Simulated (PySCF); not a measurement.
C5H7N2 (charge -1).
SMILES: `CNc1cc[n-]c1`

A PySCF run (density fitting, gas phase, GFN2-xTB geometry) gave HOMO -1.44 eV, LUMO 2.90 eV and E = -304.114 Eh.

Question: Which of these levels was it?
A. CAM-B3LYP/aug-cc-pVDZ
B. PBE0/aug-cc-pVDZ
C. PBE0/pcSseg-1

Answer: A. It is CAM-B3LYP/aug-cc-pVDZ. All candidates on this geometry:

```
                 level and settings                    kind  basis functions  SCF cycles     E (Eh)  HOMO (eV)  LUMO (eV)
                   PBE0/aug-cc-pVDZ           global hybrid              224          15  -303.9232      -0.20       2.62
CAM-B3LYP/aug-cc-pVDZ, grid level 3  range-separated hybrid              224          13  -304.1143      -1.44       2.90
                      PBE0/pcSseg-1           global hybrid              154          14  -303.8404       0.08       5.25
```

The nearest other candidate, by the summed differences of HOMO and LUMO, is PBE0/aug-cc-pVDZ: its HOMO differs by +1.24 eV and its LUMO by -0.28 eV. Cycle counts include a coarse-grid stage where the run had one. The HOMO energy is positive at PBE0/pcSseg-1; such an orbital is held in place by the finite basis.

Shape of the structure used: `[CH3:1][NH:2][c:3]1[cH:4][cH:5][n-:6][cH:7]1`: C1–N2–C3–C4 65°.
